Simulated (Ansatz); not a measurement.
Consider the redistribution: `OB(O)S` + `C[CH2][In]([OH])[Cl]` → `CCB(O)S` + `[OH][In]([OH])[Cl]`.

Calculated with Ansatz (gas phase, PBE0-D4/def2-TZVP geometries, no zero-point term in ΔE). CCSD(T)/CBS adds triple-zeta CCSD(T) − MP2 to the extrapolated MP2 energy (def2 sets, frozen cores). Functionals use def2-TZVPP. B3LYP here is the variant with VWN-RPA as its local correlation; programs differ in this. Elements past krypton have def2 core potentials. For In outer-core shells are correlated without core-valence functions, which leaves a few kJ/mol of doubt a bond. Each species was taken in one conformer, which may not be the lowest.

```json
{"level": "PBE-D4", "ΔE (kJ/mol)": "76.7"}
{"level": "r2SCAN-D4", "ΔE (kJ/mol)": "78.1"}
{"level": "B3LYP-D4", "ΔE (kJ/mol)": "81.2"}
{"level": "PBE", "ΔE (kJ/mol)": "77.2"}
{"level": "B3LYP", "ΔE (kJ/mol)": "81.7"}
{"level": "MP2/def2-QZVPP", "ΔE (kJ/mol)": "80.7"}
{"level": "SCS-MP2/def2-QZVPP", "ΔE (kJ/mol)": "78.1"}
{"level": "CCSD/CBS(def2)", "ΔE (kJ/mol)": "79.0"}
```

Q: What does CCSD(T)/CBS give? (An estimate is asked.)

A: The calculation gave: +77.6 kJ/mol. The listed levels differ from it by -0.9, 0.5, 3.6, -0.4, 4.1, 3.1, 0.5, 1.4 kJ/mol.

Largest T1 diagnostic among the species: 0.016.

From PBE to PBE0 (25 % exact exchange), in def2-TZVPP and without D4, ΔE moves by +3.7 kJ/mol.
